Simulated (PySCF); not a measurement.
**Electron correlation in F⁺ (fluorine, charge +1)**

Starting occupation: [He] 2s2 2p4, 2p1/2 with m_j = +1/2, 2p3/2 with m_j = -1/2, +1/2, +3/2. Calculation: PySCF 2.14, in x2c-TZVPall-2c; X2C-1e with screened-nucleus spin-orbit coupling, Gaussian nucleus. Frozen: 1s2; 6 electrons correlated.

MP2 pair energies summed by pair of shells (mhartree):

| pair | energy | share (%) |
| --- | --- | --- |
| 2p-2p | -67.71 | 46.8 |
| 2p-2s | -67.18 | 46.4 |
| 2s-2s | -9.77 | 6.8 |

Total MP2 correlation energy: -144.66 mhartree.

The GHF reference relaxed away from the jj start to a determinant that is no pure jj level (⟨S²⟩ = 2.00, ⟨J²⟩ = 6.01); the energies belong to that determinant.
